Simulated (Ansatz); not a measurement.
A nudged elastic band was laid between two geometries of Cl + Cl4Zr (6 atoms, charge 0, multiplicity 2).

Computed with UHF/def2-SVP in Ansatz 0.2.0.

- movable images: 5
- climbing image: yes
- spring: 5.0 eV/Å²
- optimiser: quadratic models (default)
- start path: through a guess of the saddle point
- force threshold: 0.05 eV/Å
- iteration limit: 60
- end points: relaxed

Image 0:

```xyz
6
Properties=species:S:1:pos:R:3
Zr 0.001 0.000 -0.139
Cl 0.000 0.000 2.211
Cl 2.212 0.000 -0.924
Cl -1.105 1.915 -0.924
Cl -1.105 -1.915 -0.924
Cl 0.000 0.000 6.063
```

Image 6:

```xyz
6
Properties=species:S:1:pos:R:3
Zr 0.129 0.000 -1.140
Cl -0.801 0.000 4.123
Cl 2.502 0.000 -1.251
Cl -1.061 2.057 -1.094
Cl -1.061 -2.057 -1.094
Cl 0.295 0.000 5.819
```

(1) Which bonds break or form, and what moves?

(2) Give the energies along the band, and the barrier.

(3) What is the geometry of the highest image?

The band took 20 iterations and about 14 core-minutes.

Answers

(1) Bonds broken: Zr1–Cl2. Bonds formed: Cl2–Cl6. Cl + Cl4Zr becomes Cl2 + Cl3Zr.

(2) The forces met the threshold. The highest image is number 3 of 0 to 6, 3.03 eV above the first end and 0.19 eV above the last; the last end lies 2.84 eV above the first. A structure lower than the last end lies on the path between it and the top, so the climb from that side starts below the end, which may itself be a saddle point or a shallow side well. Neighbouring images differ by up to 2.7 eV, so the band resolves the path poorly. A vibrational analysis at the climbing image gives one clearly imaginary mode, 351i cm⁻¹: a first-order saddle point.

```tsv
image	path coordinate (Å)	energy (eV)	Zr1–Cl2 (Å)	Cl2–Cl6 (Å)
0	0.00	0.00	2.35	3.85
1	0.57	0.03	2.34	3.28
2	1.13	0.35	2.39	2.75
3	1.70	3.03	3.08	2.10
4	2.74	2.83	3.93	2.02
5	3.78	2.82	4.85	2.02
6	4.82	2.84	5.34	2.02
```

(3) 
```xyz
6
Properties=species:S:1:pos:R:3:forces:R:3
Zr -0.001 0.000 -0.359 0.00 0.00 0.01
Cl -0.029 0.000 2.720 0.00 0.00 -0.02
Cl 2.360 0.000 -0.562 0.00 0.00 0.00
Cl -1.175 2.040 -0.630 0.00 0.00 0.00
Cl -1.175 -2.040 -0.630 0.00 0.00 0.00
Cl 0.023 0.000 4.824 0.00 0.00 0.01
```

Run time: 3.7 min on 4 threads of Intel(R) Xeon(R) 6975P-C (Granite Rapids), with other jobs on the host, peak memory 0.68 GiB.
